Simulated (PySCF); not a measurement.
Correlation energy of B⁻ (boron, charge -1)

[He] 2s2 2p2, high-spin 3P determinant. Calculation: PySCF 2.14, in aug-cc-pVQZ-DK; scalar relativity by spin-free X2C-1e. Frozen: 1s2; 4 electrons correlated.

```csv
level,correlation energy (mhartree)
CCSD,-84.16
(T),-3.94
CCSD(T),-88.10
```

Diagnostics: T1 = 0.023, D1 = 0.0406, largest double amplitude 0.094.

Cost of the coupled-cluster step: of the order of 16 core-seconds, for 4 correlated electrons.
